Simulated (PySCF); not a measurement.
# How well do the runs reproduce experiment for benzonitrile?

**The experiment to reproduce.**

From NIST CCCBDB Release 22 (SRD 101), experimental dipoles, for the gas: dipole moment (microwave Stark effect, vibrational ground state) 4.515 ± 0.0068 D.

NIST CCCBDB Release 22 (SRD 101), experimental polarizabilities lists, for the gas: mean polarisability 11.981 Å³.

The runs below try to reproduce these values; the comparison stands at the end.

Compound: benzonitrile, C7H5N.
SMILES with atom numbers: `[N:1]#[C:2][c:3]1[cH:4][cH:5][cH:6][cH:7][cH:8]1` (hydrogens: H9 on C4; H10 on C5; H11 on C6; H12 on C7; H13 on C8)

Cartesian coordinates in Å at the GFN2-xTB level; atoms count from 1:
```xyz
13
C7H5N angstrom
N      3.5601    0.6270    0.0347
C      2.4310    0.4290    0.0240
C      1.0380    0.1836    0.0098
C      0.1431    1.2500    0.1008
C     -1.2161    1.0024    0.0857
C     -1.6866   -0.2974   -0.0210
C     -0.7974   -1.3573   -0.1106
C      0.5644   -1.1245   -0.0940
H      0.5206    2.2586    0.1818
H     -1.9113    1.8255    0.1583
H     -2.7497   -0.4850   -0.0342
H     -1.1670   -2.3687   -0.1926
H      1.2664   -1.9426   -0.1606
```

Runs made with PySCF (gas phase, on this GFN2-xTB geometry; no spin–orbit coupling):

```
            level                                                                                                   job  basis functions
    PBE0/pcSseg-1                                                               shieldings, charges and field gradients              161
wB97X-D/def2-SVPD  8 singlets by full TDDFT, 3 Tamm–Dancoff triplets, polarisability, density and orbital grids written              200
      B3LYP/pcJ-1                          spin–spin couplings from 13 perturbed nuclei, spin–dipole term for 1 of them              266
```

**Comparison with experiment**

**Dipole moment.** Measured: 4.515 D (NIST CCCBDB Release 22 (SRD 101), experimental dipoles).

```
            level  computed (D)  computed − measured (D)  % (from the printed values)
    PBE0/pcSseg-1         4.597                   +0.082                           +2
wB97X-D/def2-SVPD         4.709                   +0.194                           +4
      B3LYP/pcJ-1         4.609                   +0.094                           +2
```

Closest is PBE0/pcSseg-1 (+0.082 D), furthest wB97X-D/def2-SVPD (+0.194 D); one molecule doesn't rank methods. All 3 levels lie above the measurement. The computed dipoles belong to one fixed geometry; measured ones are averaged over vibrations unless marked μe. Magnitudes are compared, not signs.

**Mean polarisability.** Measured: 11.981 Å³ (NIST CCCBDB Release 22 (SRD 101), experimental polarizabilities).

```csv
level,computed (Å³),computed − measured (Å³),% (from the printed values)
wB97X-D/def2-SVPD,12.298,+0.317,+3
```

The computed values are static and purely electronic, with core orbitals frozen in the response (1 au = 0.148185 Å³). The table of measured values doesn't say here whether a value is static or optical, or holds a vibrational part.

No measured geometry was used, and the causes of the misses weren't examined.
